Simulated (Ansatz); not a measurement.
One change: `[NH2][Y]([NH2])[NH2]` becomes `[NH2][Sc]([NH2])[NH2]`.

Ansatz, PBE0-D4/def2-TZVP geometries, multiplicity 1. Each molecule was computed in one conformer, which needn't be the lowest.

Elements past krypton have def2 core potentials. Scalar relativity is left out up to krypton.

```
                                          property  `[NH2][Y]([NH2])[NH2]`
                 LUMO energy (PBE/def2-TZVPP) / eV                   -1.85
size of the dipole moment (ωB97M-V/def2-TZVPP) / D                    0.00
  size of the dipole moment (B3LYP/def2-TZVPP) / D                    0.00
             LUMO energy (ωB97M-V/def2-TZVPP) / eV                    0.09
             HOMO–LUMO gap (B3LYP/def2-TZVPP) / eV                    4.64
               HOMO–LUMO gap (PBE/def2-TZVPP) / eV                    3.16
```

Problem. What does the change do to each property? (Estimate.)

Solution. Ansatz gave: 
| property | `[NH2][Sc]([NH2])[NH2]` | shift |
| --- | --- | --- |
| LUMO energy (PBE/def2-TZVPP) / eV | -1.88 | -0.03 |
| size of the dipole moment (ωB97M-V/def2-TZVPP) / D | 0.00 | 0.00 |
| size of the dipole moment (B3LYP/def2-TZVPP) / D | 0.00 | 0.00 |
| LUMO energy (ωB97M-V/def2-TZVPP) / eV | 0.35 | 0.26 |
| HOMO–LUMO gap (B3LYP/def2-TZVPP) / eV | 5.04 | 0.40 |
| HOMO–LUMO gap (PBE/def2-TZVPP) / eV | 3.43 | 0.27 |

With PBE0 the HOMO falls by 0.33 eV and the LUMO rises by 0.09 eV, so the gap widens by about 0.42 eV. PBE moves the HOMO by -0.30 eV and ωB97M-V by -0.36 eV.

B3LYP here is the variant with VWN-RPA as its local correlation; programs differ in this.
